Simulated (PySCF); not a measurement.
Molecule: `C1[C@](C#N)(F)CC[C@H]1F`, C6H7F2N.

Geometry (Å), atoms numbered from 1 in this order:
```xyz
16

N    -2.283    2.455   -0.580
C    -1.544    1.720   -0.115
C    -0.599    0.772    0.448
F    -0.529    0.985    1.822
C    -1.009   -0.685    0.190
C     0.320   -1.437    0.241
C     1.290   -0.500   -0.475
F     1.208   -0.711   -1.839
C     0.813    0.921   -0.154
H    -1.455   -0.764   -0.802
H    -1.727   -1.024    0.935
H     0.271   -2.407   -0.251
H     0.643   -1.572    1.273
H     2.339   -0.672   -0.215
H     0.793    1.521   -1.064
H     1.461    1.408    0.574
```

Frames of a GFN2-xTB Langevin trajectory at 600 K; GIAO PBE0/pcSseg-1 shieldings in PySCF 2.14.0 with density-fitted response routines, gas phase, non-relativistic; equivalent atoms averaged within each frame.

Scale: NH3 for ¹⁵N (σ = 267.73 ppm); ¹³C (σ = 186.93 ppm) and ¹H (σ = 31.72 ppm) against TMS; ¹⁹F (σ = 170.95 ppm) vs CFCl3 (reference shieldings calculated alike). The references are static minima.

Q: How do the shifts (ppm) fluctuate along the trajectory?

A: 
```tsv
time (fs)	N1	C2	C7	C3	C5	C9	C6	F4	F8	H14
optimised geometry	310.2	123.5	98.4	93.6	43.4	54.3	37.1	-173.4	-194.6	5.47
250	311.4	126.2	106.4	91.1	53.1	48.3	32.7	-130.6	-190.0	6.59
425	351.1	138.7	92.1	102.0	54.8	61.3	54.6	-156.1	-199.6	5.72
625	311.8	124.6	98.4	91.4	41.9	61.5	37.3	-180.0	-186.2	5.70
800	315.3	132.2	87.7	91.6	54.5	51.5	58.8	-186.9	-182.1	4.83
1000	333.2	134.2	113.4	90.5	46.4	61.8	49.4	-203.3	-146.1	6.03
mean of frames	324.6	131.2	99.6	93.3	50.1	56.9	46.6	-171.4	-180.8	5.77
standard deviation	17.3	5.8	10.4	4.9	5.7	6.5	11.2	28.4	20.4	0.64
```

5 frames give an uncertainty of the mean of about the standard deviation over 2.2 at best, since frames this close in time may not be independent; classical motion lacks zero-point vibration, and the reference would need the same averaging.
